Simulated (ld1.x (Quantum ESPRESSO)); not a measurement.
# tantalum (Ta) RRKJ: all-electron and pseudo phase curves

- Element: Ta (Z = 73)
- Generator: ld1.x (Quantum ESPRESSO) 7.5
- Type: norm-conserving RRKJ (Kleinman–Bylander form)
- Functional: BP86
- Relativity: fully relativistic
- Frozen core: [Kr] 4d10 4f14
- Valence charge: 13
- Reference configuration: 5s2 5p6 5d3 6s0 6p0 (charge +2)
- Partial waves: 5s (bound): rc 1.85 bohr; 5d (bound): rc 2.20 bohr; 5p (bound): rc 1.90 bohr
- Local potential: the p channel
- Core correction: a·sin(br)/r model core inside 1.20 bohr
- rho0: 0.01

Open shells are filled in proportion to 2j + 1 (rel_dist='average').

The phase is arctan(r·u′/u) with u = r·R(r), unwrapped; energies in Ry, scanned from -9 to 5 Ry. A pole is an energy at which the radial function vanishes at the test radius. The pseudo phase is shifted by a multiple of π to meet the all-electron one at the reference energy, and phase errors are pseudo minus all-electron; the curves can meet again beyond the range given. Levels narrower than the energy grid can be missing from the lists of poles.

| channel | radius (bohr) | reference energy (Ry) | poles, all-electron | poles, pseudo | unbroken range about the reference energy with phases within 0.05 rad | phase error 1 Ry above the reference energy (rad) |
| --- | --- | --- | --- | --- | --- | --- |
| s | 2.41 | -6.51 | -6.43, 2.53 | -6.43, 2.86 | below -1.4 | -0.000 |
| p1/2 | 2.41 | -4.51 | -4.35, 4.00 | -3.84, 3.57 | not even at the reference energy | -3.059 |
| p3/2 | 2.41 | -3.87 | -3.61, 4.79 | -3.84, 3.57 | not even at the reference energy | -0.036 |
| d3/2 | 2.41 | -1.39 | -0.43 | -0.43 | below 2.7 | +0.001 |
| d5/2 | 2.41 | -1.34 | -0.31 | -0.31 | below 3.1 | +0.000 |

A Bessel basis up to 400 Ry misses an occupied level by 2.19 Ry, so cutoffs and ghosts were not judged. The potential misses its own reference levels by up to 6.1 eV, so it is not fit for use.

Phases in the s channel:

```tsv
E (Ry)	all-electron	pseudo
-9.00	1.402	1.402
-8.52	1.394	1.394
-8.04	1.383	1.383
-7.56	1.367	1.367
-7.08	1.333	1.333
-6.60	0.638	0.637
-6.12	-1.717	-1.717
-5.64	-1.761	-1.761
-5.16	-1.787	-1.787
-4.68	-1.812	-1.812
-4.20	-1.840	-1.840
-3.72	-1.875	-1.875
-3.24	-1.924	-1.923
-2.76	-1.995	-1.992
-2.28	-2.111	-2.105
-1.80	-2.333	-2.316
-1.32	-2.823	-2.769
-0.84	-3.626	-3.545
-0.36	-4.151	-4.100
0.12	-4.389	-4.356
0.60	-4.513	-4.489
1.08	-4.588	-4.568
1.56	-4.640	-4.622
2.04	-4.680	-4.662
2.52	-4.712	-4.693
3.00	-4.739	-4.720
3.48	-4.765	-4.743
3.96	-4.790	-4.765
4.44	-4.817	-4.787
4.92	-4.846	-4.809
```
